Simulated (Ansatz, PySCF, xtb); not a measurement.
Complex: dimethyl selenide (SMILES C[Se]C) (first 9 atoms) with NH3 (SMILES N); geometry from B3LYP-D3(BJ)/def2-TZVP, rigid monomers moved along the line of their centres of mass till H8···N10 is 2.95 Å.
(charge 0, multiplicity 1):
```xyz
13

C     -0.7987     0.0632    -1.8323
Se    -0.6052     0.3573     0.0973
C      1.3183     0.7299     0.1027
H     -0.1782    -0.7731    -2.1477
H     -1.8452    -0.1698    -2.0179
H     -0.5251     0.9642    -2.3773
H      1.8596    -0.1130    -0.3225
H      1.5866     0.8564     1.1492
H      1.5251     1.6379    -0.4597
N      0.4826     0.1297     3.7909
H      0.8780    -0.2407     4.6475
H     -0.2630     0.7658     4.0499
H      0.0537    -0.6419     3.2909
```

Monomers are frozen at their geometry in the pair; levels with a basis set take the counterpoise correction. Rows marked so take none.

Rows in 3-21G carry no dispersion term and start afresh at each structure; the Pople sets are all-electron and without relativity.

Run with Ansatz (a first-principles code) with Gaussian orbitals; PySCF for 3-21G rows, the dispersion terms; xtb for the GFN methods. 

Problem. One of these levels gives -17.5 kJ/mol for the interaction energy. Name it.
A) B3LYP/3-21G (no counterpoise)
B) PBE-D3(BJ)/def2-TZVPPD
C) GFN2-xTB

Solution. A, B3LYP/3-21G (no counterpoise). The others give -9.1 (GFN2-xTB), -11.2 (PBE-D3(BJ)/def2-TZVPPD)
